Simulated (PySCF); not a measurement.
Si(Cl)2(vinyl)(OH) (C₂H₄Cl₂OSi), SMILES C=C[Si](O)(Cl)Cl.

Geometry: TPSSh-D3(BJ)/def2-SVP. Other conformers were not sampled.

Two levels are set side by side: TDA-PBE/def2-SVPD (PySCF) and TDA-M06-2X/def2-SVPD (PySCF). Vertical, same geometry. The lowest singlet is HOMO−1→LUMO 99 % with PBE and HOMO−2→LUMO 79 %, HOMO−5→LUMO 13 % with the other functional; states are paired by order. Differences are taken from unrounded values.

| quantity | TDA-M06-2X |
|---|---|
| lowest singlet excitation (eV) | 6.71 |
| lowest triplet excitation (TDA) (eV) | 4.48 |
| first bright state (f over 0.05) (eV) | 7.59 |
| its oscillator strength | 0.60 |

### Question
What does TDA-PBE give, and how far is it from TDA-M06-2X? (Estimate from the structure and the level; the computed values follow.)

### Answer

```csv
quantity,TDA-PBE,TDA-PBE minus TDA-M06-2X
lowest singlet excitation (eV),5.58,-1.13
lowest triplet excitation (TDA) (eV),4.23,-0.25
first bright state (f over 0.05) (eV),5.92,-1.68
its oscillator strength,0.05,-0.54
```

Functionals without exact exchange tend to place singlet excitations lower, as here. Differences between two approximate levels are no errors against the true value.

Rough cost on one machine, each run with all the roots and properties that it gave: TDA-M06-2X against TDA-PBE about 10 times.
